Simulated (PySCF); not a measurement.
# Ionisation energy of Re³²⁺ by level of theory

Re³²⁺ [Kr] 4d7 [4d3/2^4 4d5/2^3, M_J = 9/2] → Re³³⁺ [Kr] 4d6 [4d3/2^4 4d5/2^2, M_J = 4], as a difference of total energies. All numbers are calculated (PySCF 2.14, the two-component X2C-1e Hamiltonian, in an uncontracted even-tempered set (17 s from 3.1 bohr⁻², ratio 2.8; 14 p from 4.1 bohr⁻², ratio 2.8; 9 d from 4.1 bohr⁻², ratio 2.8; 3 f from 18 bohr⁻², ratio 3)). Correlated levels: [Ar] 3d10 frozen; the 92 highest virtual spinors dropped. "Screened" scales the spin-orbit matrix elements by Boettger's factors to mimic the two-electron term; Breit and QED terms are absent.

```
                    method  ionisation energy (eV)
           GHF (spin-free)                  1351.4
          GMP2 (spin-free)                  1351.7
 GHF (screened spin-orbit)                  1348.1
GMP2 (screened spin-orbit)                  1348.1
```

Breit and QED terms and the two-electron picture change are absent.

The spin-free rows relax to the high-spin LS determinant and lack the spin-orbit shift.

The labels give the starting determinants; with spin-orbit coupling the two ends relaxed to ⟨J²⟩ = 24.75, ⟨L²⟩ = 15.49, ⟨S²⟩ = 2.72 and ⟨J²⟩ = 20.01, ⟨L²⟩ = 11.74, ⟨S²⟩ = 3.31.

For comparison: 1349 ± 4 eV (theoretical estimate listed by NIST; NIST Atomic Spectra Database, ionization energies).
